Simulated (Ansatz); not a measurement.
`[OH][Hf]([Cl])([Cl])[SeH]` and `C[O][Hf]([OH])([Cl])[Cl]` differ in one atom or group.

Ansatz, PBE0-D4/def2-TZVP geometries, multiplicity 1. Each molecule was computed in one conformer, which needn't be the lowest.

Elements past krypton have def2 core potentials. Scalar relativity is left out up to krypton.

```json
{"property": "size of the dipole moment (ωB97M-V/def2-TZVPP) / D", "`[OH][Hf]([Cl])([Cl])[SeH]`": "3.23"}
{"property": "HOMO energy (PBE/def2-TZVPP) / eV", "`[OH][Hf]([Cl])([Cl])[SeH]`": "-6.29"}
{"property": "LUMO energy (ωB97M-V/def2-TZVPP) / eV", "`[OH][Hf]([Cl])([Cl])[SeH]`": "0.43"}
{"property": "HOMO energy (PBE0/def2-TZVPP) / eV", "`[OH][Hf]([Cl])([Cl])[SeH]`": "-7.42"}
{"property": "LUMO energy (PBE0/def2-TZVPP) / eV", "`[OH][Hf]([Cl])([Cl])[SeH]`": "-1.55"}
{"property": "HOMO energy (ωB97M-V/def2-TZVPP) / eV", "`[OH][Hf]([Cl])([Cl])[SeH]`": "-9.50"}
```

(1) Give the same properties after the change, and the shifts. (Best estimate.)

Results:

(1) Ansatz gave: 
| property | `C[O][Hf]([OH])([Cl])[Cl]` | shift |
| --- | --- | --- |
| size of the dipole moment (ωB97M-V/def2-TZVPP) / D | 3.95 | 0.72 |
| HOMO energy (PBE/def2-TZVPP) / eV | -7.25 | -0.96 |
| LUMO energy (ωB97M-V/def2-TZVPP) / eV | 1.00 | 0.57 |
| HOMO energy (PBE0/def2-TZVPP) / eV | -8.71 | -1.29 |
| LUMO energy (PBE0/def2-TZVPP) / eV | -0.62 | 0.93 |
| HOMO energy (ωB97M-V/def2-TZVPP) / eV | -10.99 | -1.49 |

With PBE0 the HOMO falls by 1.29 eV and the LUMO rises by 0.93 eV, so the gap widens by about 2.22 eV. PBE moves the HOMO by -0.96 eV and ωB97M-V by -1.49 eV. Dipoles are sizes alone; their direction can turn.

Spin–orbit coupling is left out; it splits and shifts lone-pair levels of the heavy atoms by tenths of an eV.
